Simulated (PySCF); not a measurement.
Sn(F)2(OH)(NH2), H3F2NOSn, SMILES [NH2][Sn]([OH])([F])[F] (PBE0/def2-SVP optimised geometry):

```
8

N     -1.231     0.570     0.000
Sn    -0.437    -1.265     0.000
O     -1.120    -2.318     1.499
F      1.492    -1.265     0.000
F     -0.811    -2.211    -1.631
H     -1.492     0.866     0.939
H     -0.602     1.265    -0.398
H     -0.926    -3.259     1.399
```

Computed with PBE0/def2-TZVP, def2 effective core potentials past Kr (PySCF).

### Question
What are the frontier orbital energies and the dipole moment?

### Answer
HOMO-2 -10.39 eV, HOMO-1 -9.74 eV, HOMO -8.78 eV, LUMO -2.17 eV, LUMO+1 0.36 eV; dipole moment 2.38 D.

On the same geometry PBE/def2-TZVP, def2 effective core potentials past Kr in PySCF 2.14.0 gives HOMO-2 -8.63 eV, HOMO-1 -7.91 eV, HOMO -7.23 eV, LUMO -3.15 eV, LUMO+1 -0.45 eV; dipole moment 2.32 D.
